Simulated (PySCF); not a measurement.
Method used: delta-SCF UKS SCAN, pcX-2 on the ionised atom, pcseg-1 elsewhere, spin-free X2C (PySCF). Geometries: GFN2-xTB; isolated species, one conformer each. Values against the vacuum level.

Question: Order these sites by rising C 1s binding energy.
A. C3 in `[CH2:1]=[CH:2][C:3](=[CH2:4])[C:5](=[O:6])[F:7]`
B. C6 in `[CH2:1]=[CH:2]/[C:3]([CH:4]=[O:5])=[CH:6]/[F:7]`
C. C4 in `[O:1]=[C:2]1[CH:3]=[CH:4][CH2:5][C@@H:6]1[F:7]`
D. C1 in `[CH2:1]=[CH:2][CH:3]([F:4])[F:5]`
E. C2 in `[F:1][CH2:2][S:3][C:4]1=[C:5]([F:6])[CH2:7]1`

Answer: D (291.06 eV), C (291.49 eV), A (291.88 eV), B (293.12 eV), E (293.94 eV).

The highest is bonded to F, S and 2 H, the lowest to C (double bond) and 2 H; the range is 2.88 eV.

Question: Order these sites by rising F 1s binding energy.
A. Fluorine in `C=CC(F)F`
B. F1 in `[F:1][CH2:2][S:3][C:4]1=[C:5]([F:6])[CH2:7]1`
C. Fluorine in `C=C/C=C\C(=O)F`
D. Fluorine in `C=C/C(C=O)=C/F`

Answer: C (692.52 eV), B (692.79 eV), A (693.04 eV), D (693.66 eV).

The highest is bonded to C, the lowest to C; the range is 1.14 eV.

2 of these hole states are spin-contaminated (⟨S²⟩ up to 0.89, against 0.75; counted from 0.85) and less certain.
